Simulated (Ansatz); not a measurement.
Program: Ansatz. Geometries: PBE0-D4/def2-TZVP. ΔE: electronic, gas phase. CCSD(T)/CBS adds triple-zeta CCSD(T) − MP2 to the extrapolated MP2 energy (def2 sets, frozen cores). This one scheme is used for every species. Functionals use def2-TZVPP. B3LYP here is the variant with VWN-RPA as its local correlation; programs differ in this. HSE06 is defined as in plane-wave codes. def2 core potentials past Kr. For Br, In outer-core shells are correlated without core-valence functions, which leaves a few kJ/mol of doubt a bond. Scalar relativity is left out up to krypton. One conformer a species, not always the lowest.

`[NH2][In]([NH2])[Br]` + HBr → `[NH2][In]([Br])[Br]` + NH₃  (ligand exchange at the In–N bond)

`[NH2][In]([NH2])[Br]`:

```xyz
8

N    -1.151   -1.345    0.599
In    0.261   -0.212   -0.275
N     0.934    1.587    0.318
Br    1.621   -1.345   -2.004
H    -1.476   -2.121    0.039
H    -1.947   -0.864    0.992
H     1.504    2.070   -0.363
H     0.253    2.230    0.695
```

HBr:

Z-matrix (Å, degrees):
```
Br
H 1 1.420
```

`[NH2][In]([Br])[Br]`:

Cartesian coordinates in Å:
```
N 0.781 0.703 0.721
In -0.345 -0.490 -0.427
Br -1.615 -2.340 0.557
Br -0.303 -0.285 -2.867
H 0.999 1.610 0.334
H 0.483 0.802 1.681
```

NH₃:

Z-matrix (Å, degrees):
```
N
H 1 1.013
H 1 1.013 2 107.1
H 1 1.013 2 107.1 3 -114.5
```

```csv
level,ΔE (kJ/mol),difference from CCSD(T)/CBS
r2SCAN-D4,-128.8,-3.8
B97M-V,-131.0,-6.0
B3LYP-D4,-128.1,-3.1
ωB97M-V,-127.0,-2.0
PBE-QIDH,-131.1,-6.1
PBE,-123.5,1.5
r2SCANh,-131.0,-6.0
HSE06,-130.7,-5.7
LC-ωPBE,-123.0,2.0
RPA@PBE/def2-TZVPP,-115.2,9.8
HF/def2-SVP,-148.2,-23.2
CCSD/def2-SVP,-129.5,-4.5
MP2/def2-TZVPP,-123.5,1.5
MP2/def2-QZVPP,-125.2,-0.2
SCS-MP2/def2-QZVPP,-124.2,0.8
CCSD/CBS(def2),-127.3,-2.3
CCSD(T)/CBS,-125.0,0
```

(1) What do rigid-rotor, harmonic-oscillator terms from PBE0-D4/def2-TZVP frequencies (298.15 K, 1 bar) make of the CCSD(T)/CBS value? (An estimate is asked.)

Largest T1 diagnostic among the species: 0.012.

Results:

(1) Computed: ΔZPE = +10.8 kJ/mol, ΔH = -114.0 kJ/mol, ΔS = 3 J/(mol·K), ΔG = -115.0 kJ/mol.

In def2-TZVPP, CCSD(T) changes the Hartree–Fock value by +25.0 kJ/mol (the triples alone add +2.3 kJ/mol) and MP2 by +23.1 kJ/mol. From BLYP to BHLYP (50 % exact exchange), in def2-TZVPP and without D4, ΔE moves by −13.0 kJ/mol.
